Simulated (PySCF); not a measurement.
**Electron correlation in F²⁺ (fluorine, charge +2)**

[He] 2s2 2p3, high-spin 4S determinant. Calculation: PySCF 2.14, in 6-31G* (3s2p1d, 14 functions); no relativity, point nucleus. Frozen: 1s2; 5 electrons correlated.

MP2 pair energies summed by pair of shells (mhartree):

```csv
pair,energy,share (%)
2s-2p,-32.52,70.4
2p-2p,-9.18,19.9
2s-2s,-4.51,9.8
```

Total MP2 correlation energy: -46.22 mhartree.

Same-spin part -11.35 and opposite-spin part -34.87 mhartree; SCS-MP2 scales them by 1/3 and 6/5 to -45.63 mhartree.

| level | correlation energy (mhartree) |
| --- | --- |
| CCSD | -58.45 |
| (T) | -0.38 |
| CCSD(T) | -58.83 |

Diagnostics: T1 = 0.0039, D1 = 0.0064, largest double amplitude 0.033.

Cost of the coupled-cluster step: 0.06 s of wall time on 1 thread of Intel(R) Xeon(R) 6975P-C (shared host), for 5 correlated electrons.
